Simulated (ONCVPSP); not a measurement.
**How hard is this Fe (Z = 26) ONCV potential?**

iron, optimised norm-conserving Vanderbilt (ONCV), made with ONCVPSP 4.0.1 (PBEsol, scalar-relativistic). Core [Ne], reference 3s2 3p6 3d6 4s0.5 (charge +1.5). Waves: 3s+4s: rc 1.05 bohr, ncon 4, nbas 7, qcut 14.3 1/bohr, 2 projectors; 3p: rc 1.25 bohr, ncon 3, nbas 6, qcut 13.5 1/bohr, 2 projectors, debl 2.4 Ha; 3d: rc 1.70 bohr, ncon 3, nbas 8, qcut 7.6 1/bohr, 3 projectors, debl 1.25 Ha. Local part: polynomial inside 0.75 bohr (lpopt 4, dvloc0 0 Ha). Core correction: none.

In the p channel the program set the typed energies aside and used -2.692, 0.250 Ha.

Question: For each optimised wave give the share of its norm inside rc, the residual kinetic energy above qcut (Ha) and the cutoffs (Ha) for errors of 10, 1, 0.1 and 0.01 mHa per electron.

Answer:

| wave | norm inside rc | residual KE | 10 mHa | 1 mHa | 0.1 mHa | 0.01 mHa |
| --- | --- | --- | --- | --- | --- | --- |
| 3s | 0.806 | 1.2e-07 | 47.3 | 60.6 | 72.4 | 82.7 |
| 4s | 0.041 | 6.9e-09 | 34.5 | 50.6 | 64.3 | 75.8 |
| 3p | 0.871 | 9.1e-09 | 26.2 | 33.6 | 39.8 | 44.8 |
| p projector 2 | 0.027 | 6.5e-10 | 17.9 | 26.4 | 33.5 | 39.4 |
| 3d | 0.856 | 2.0e-04 | 22.5 | 26.3 | 45.2 | 131.2 |
| d projector 2 | 0.059 | 2.1e-04 | 21.2 | 26.0 | 34.9 | 105.1 |
| d projector 3 | 0.131 | 1.5e-03 | 25.0 | 30.2 | 56.8 | 139.7 |

The occupied waves need 61 Ha and 72 Ha for 1 and 0.1 mHa.
